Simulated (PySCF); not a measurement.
**Fluorine: a sound run and one with changed settings**

Sound run: F⁺ [He] 2s2 2p4, F²⁺ [He] 2s2 2p3. Computed with PySCF 2.14 in jorge-DZP-DKH, with the spin-free X2C one-electron Hamiltonian (Gaussian nucleus). In the sound run the correlated levels freeze 1s2. The sound run starts from symmetry-adapted Hartree-Fock orbitals and uses a fine grid where one is needed.

Changed run: all electrons correlated in a basis built for the valence shell.

```tsv
species	method	sound run (hartree)	changed run (hartree)	converged
F⁺	MP2	-98.99788	-99.01164	yes
F⁺	CCSD(T)	-99.01185	-99.02619	yes
F²⁺	MP2	-97.74106	-97.75462	yes
F²⁺	CCSD(T)	-97.75427	-97.76844	yes
```

Ionisation energy of F⁺:

```tsv
method	sound run (eV)	changed run (eV)
UHF	33.518	33.518
MP2	34.200	34.205
SCS-MP2	34.189	34.191
CCSD	34.205	34.209
CCSD(T)	34.220	34.225
```

A valence basis has no tight correlating functions, so it recovers only part of the core correlation, and not evenly between atom and ion.

For comparison, NIST gives 34.971 eV between the lowest levels.
